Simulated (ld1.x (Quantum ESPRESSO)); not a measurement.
# Plane-wave convergence, TM potential for tellurium (Te)

* Element: Te (Z = 52)
* Generator: ld1.x (Quantum ESPRESSO) 7.5
* Type: norm-conserving Troullier–Martins (Kleinman–Bylander form)
* Functional: BP86
* Relativity: scalar-relativistic
* Frozen core: [Kr] 4d10
* Valence charge: 6
* Reference configuration: 5s1.75 5p4.25
* Partial waves: 5s (bound): rc 1.78 bohr; 5p (bound): rc 2.24 bohr; 5d channel at 0.2 Ry: rc 1.84 bohr
* Local potential: all-electron potential smoothed inside 1.54 bohr (lloc = -2)
* Core correction: a·sin(br)/r model core inside 1.65 bohr

The pseudo-atom Hamiltonian at the reference potential is diagonalised in spherical Bessel functions j_l(qr) that vanish at 20 bohr, with q² up to the cutoff. All-electron valence levels (Ry): 5s -1.1353, 5p -0.4567.

Problem. How do the lowest levels (Ry) of each channel move with the cutoff, and are there ghosts?

Solution.

| cutoff (Ry) | s #1 | p #1 | d #1 | d #2 | f #1 | Σ f·Δε (mRy) |
| --- | --- | --- | --- | --- | --- | --- |
| 8 | -1.0937 | -0.4444 | -0.7678 | 0.0592 | 0.1082 | 124.8 |
| 12 | -1.1242 | -0.4520 | -1.2814 | 0.0580 | 0.1082 | 39.1 |
| 15 | -1.1278 | -0.4554 | -1.3707 | 0.0578 | 0.1082 | 18.3 |
| 21 | -1.1290 | -0.4562 | -1.4070 | 0.0577 | 0.1082 | 12.9 |
| 25 | -1.1307 | -0.4562 | -1.4945 | 0.0576 | 0.1082 | 9.7 |
| 35 | -1.1347 | -0.4566 | -2.7747 | 0.0568 | 0.1082 | 1.3 |
| 40 | -1.1349 | -0.4566 | -4.4631 | 0.0561 | 0.1082 | 0.8 |
| 50 | -1.1350 | -0.4566 | -8.3020 | 0.0550 | 0.1082 | 0.5 |
| 400 | -1.1353 | -0.4567 | -18.2469 | 0.0525 | 0.1082 | 0.0 |

Result: ghost state, extra bound levels that the all-electron valence spectrum of the same l lacks: d at -248.3 eV (a true bound ghost makes a file unfit for plane-wave use); 10 mRy is reached at 25 Ry and 1 mRy at 40 Ry.
